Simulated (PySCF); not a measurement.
Correlation energy of P- (phosphorus, charge -1)

[Ne] 3s2 3p4, high-spin 3P determinant. All numbers are calculated (PySCF 2.14, the spin-free X2C one-electron Hamiltonian (Gaussian nucleus), in dyall-acv3z (19s12p6d4f, 113 functions)). Frozen: [Ne]; 6 electrons correlated; the 26 highest virtual orbitals of each spin left out.

| level | correlation energy (mhartree) |
| --- | --- |
| CCSD | -135.37 |
| (T) | -6.77 |
| CCSD(T) | -142.14 |

Diagnostics: T1 = 0.015, D1 = 0.0346, largest double amplitude 0.041.

Problem. Is a single reference adequate?

Solution. Yes: T1 lies below 0.03 and no double amplitude reaches 0.07.
